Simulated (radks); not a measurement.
Species: La18+. Configuration: [Kr] 4d3 (the NIST ground configuration). Method: Dirac Kohn-Sham, revPBE, spin-unpolarised, spherical densities, point nucleus; open shells fill j = l - 1/2 first; computed with a radial shooting solver on a logarithmic mesh with Libxc functionals.

Normalised radial functions P(r) = r R(r) (large component), r in bohr:

```
   r/bohr * 4p1/2 (the largest magnitude, 1.48, reaches the edge; | marks zero)
0.0008839                             *
 0.001133                             *
 0.001452                             *
 0.001875                             *
 0.002403                             *
 0.003079                             *
 0.003946                             |*
 0.005056                             |*
 0.006479                             |*
  0.00837                             | *
  0.01073                             | *
  0.01374                             |  *
  0.01761                             |    *
  0.02257                             |     *
  0.02892                             |       *
  0.03736                             |         *
  0.04788                             |          *
  0.06135                             |         *
  0.07862                             |      *
   0.1007                             |*
   0.1291                       *     |
   0.1668               *             |
   0.2137             *               |
   0.2739                    *        |
   0.3509                             |    *
   0.4497                             |                   *
   0.5809                             |                          *
   0.7444                             |                      *
    0.954                             |            *
    1.222                             |    *
    1.567                             |*
    2.007                             *
```

4p1/2: eigenvalue -596.61 eV, 2 radial nodes at r = 0.106, 0.325 bohr, <r> = 0.629 bohr, 90 % of the charge inside 0.903 bohr.
